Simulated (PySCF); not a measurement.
C4H5ClSi, SMILES C#C[Si@H](Cl)C=C.

The structure is a stationary point at B3LYP-D3(BJ)/def2-SVP. The structure was generated by enumeration; whether it is a known compound was not checked. Other conformers were not sampled.

Vertical ionisation energy (IE) and electron affinity (EA) in eV. Rows of orbital energies are one-electron estimates. Where ΔSCF, EOM or ADC give a negative EA the extra electron is unbound and the value depends on the basis.

| level | IE | EA |
|---|---|---|
| −ε(HOMO), −ε(LUMO), CAM-B3LYP/def2-TZVP (PySCF) | 9.60 | -0.04 |
| −ε(HOMO), −ε(LUMO), PBE/def2-TZVP (PySCF) | 7.13 | 2.07 |
